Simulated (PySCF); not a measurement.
CH3ClMoO3, multiplicity 1. Atoms are numbered in the order given.

```xyz
9

Mo     0.1284    -0.1306     0.2127
O      1.7663    -0.5171     0.2368
O     -0.6276    -1.1513     1.3168
Cl    -0.1745     2.0550     0.8251
O     -0.5513    -0.4294    -1.4707
C     -0.7713    -1.3302    -2.5302
H     -1.2817    -0.7938    -3.3453
H      0.1891    -1.7235    -2.9024
H     -1.4073    -2.1657    -2.1941
```
Charge 0, spin multiplicity 1.

Geometry optimised at B3LYP-D3(BJ)/def2-SVP. The geometry has at least one imaginary mode, so it is a saddle point at that level. The spin state was assumed, not searched. The structure was generated by enumeration; whether it is a known compound was not checked. The def2 effective core potentials stand for the cores of Mo; spin–orbit coupling is left out. One conformer was computed; it need not be the lowest.

Vertical ionisation energy (IE) and electron affinity (EA) in eV. Rows of orbital energies are one-electron estimates. Where ΔSCF, EOM or ADC give a negative EA the extra electron is unbound and the value depends on the basis.

```tsv
level	IE	EA
−ε(HOMO), −ε(LUMO), ωB97X/def2-TZVP (PySCF)	11.74	0.86
−ε(HOMO), −ε(LUMO), PBE/def2-TZVP (PySCF)	[?]	[?]
```

Task: Fill in the missing entries. (The exact figures need the calculation; the answer reports its results.)

Result: 
- −ε(HOMO), −ε(LUMO), PBE/def2-TZVP (PySCF), IE: 7.68
- −ε(HOMO), −ε(LUMO), PBE/def2-TZVP (PySCF), EA: 3.55
